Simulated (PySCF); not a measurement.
## C₆ coefficients of unlike pairs at M06

Calculated with PySCF 2.14 from the dipole response of each species, C₆(A,B) = (3/π) ∫ α_A(iu) α_B(iu) du, in atomic units, from isotropic polarisabilities. For ions this is the dispersion term alone; charge-induced terms of lower order in 1/R come first.

```csv
species,configuration,basis,relativity,α (bohr³),C₆ (like pair)
Si(3+),[Ne] 3s1 (2S),"aug-cc-pV(Q+d)Z with one added diffuse shell each of s, p, d, f, g type (8s7p6d4f3g)",none,7.175,13.21
B,[He] 2s2 2p1 (2P),def2-TZVPPD (6s3p3d1f),none,21.40,98.12
S(2+),[Ne] 3s2 3p2 (3P),aug-cc-pV(Q+d)Z (7s6p5d3f2g),none,7.291,25.81
Fe,[Ar] 3d6 4s2 (5D),"aug-cc-pVTZ with one added diffuse shell each of s, p, d, f, g type (9s8p6d4f3g)",none,50.28,392.4
```

(1) Estimate C₆ for Fe with B.

No spin-orbit coupling is included.

The other pairs:

```tsv
pair	C₆
B, Si(3+)	35.84
S(2+), B	47.04
Fe, Si(3+)	70.49
S(2+), Si(3+)	17.68
Fe, S(2+)	89.92
```

Answers

(1) The integral gives 194.2. The combination rule 2 C_A C_B / (C_A α_B/α_A + C_B α_A/α_B) gives 193.7 and the geometric mean 196.2.
